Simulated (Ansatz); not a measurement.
CH₅BN₂O (`C=NB(N)O`), relaxed with RKS PBE-D4/def2-SVP in Ansatz from a rough embedded geometry. The force threshold is 0.03 eV/Å; the program also tests the step.

The species carries charge 0 and has multiplicity 1.

Start:

```xyz
10

C     0.258   -1.717    0.635
N     0.879   -0.660    0.592
B     0.364    0.513   -0.178
N    -0.869    0.527   -0.960
O     1.178    1.768   -0.187
H    -0.659   -1.954    0.099
H     0.697   -2.582    1.210
H    -1.657    0.404   -0.264
H    -1.042    1.402   -1.488
H     0.851    2.299    0.541
```

| step | energy (eV) | largest force (eV/Å) | largest move (Å) |
| --- | --- | --- | --- |
| 1 | -6809.8005 | 4.018 | 0.000 |
| 2 | -6810.1841 | 1.585 | 0.195 |
| 3 | -6810.2806 | 1.591 | 0.195 |
| 4 | -6810.6060 | 0.698 | 0.200 |
| 5 | -6810.6777 | 0.683 | 0.200 |
| 6 | -6810.7196 | 0.585 | 0.197 |
| 7 | -6810.7617 | 0.848 | 0.152 |
| 8 | -6810.8891 | 0.581 | 0.200 |
| 9 | -6810.9893 | 0.462 | 0.200 |
| 10 | -6811.0577 | 0.272 | 0.200 |
| 11 (rejected) | -6811.0425 | 0.373 | 0.200 |
| 12 | -6811.0691 | 0.370 | 0.097 |
| 13 | -6811.0776 | 0.094 | 0.058 |
| 14 (rejected) | -6811.0767 | 0.107 | 0.030 |
| 15 | -6811.0782 | 0.067 | 0.015 |
| 16 | -6811.0798 | 0.054 | 0.058 |
| 17 | -6811.0805 | 0.135 | 0.072 |
| 18 (rejected) | -6811.0804 | 0.112 | 0.025 |
| 19 | -6811.0812 | 0.058 | 0.013 |
| 20 | -6811.0817 | 0.033 | 0.042 |
| 21 | -6811.0818 | 0.031 | 0.023 |
| 22 | -6811.0819 | 0.027 | 0.020 |

End:

```xyz
10

C     0.426   -1.805    0.600
N     0.148   -0.613    0.929
B     0.122    0.569    0.080
N    -1.095    0.941   -0.561
O     1.295    1.296   -0.011
H     0.705   -2.133   -0.436
H     0.408   -2.625    1.358
H    -1.956    0.420   -0.406
H    -1.241    1.834   -1.030
H     1.187    2.115   -0.523
```

It took 26 s on 2 threads of an AMD EPYC 9B14 on a shared host, with 0.17 GiB of host memory at the peak.
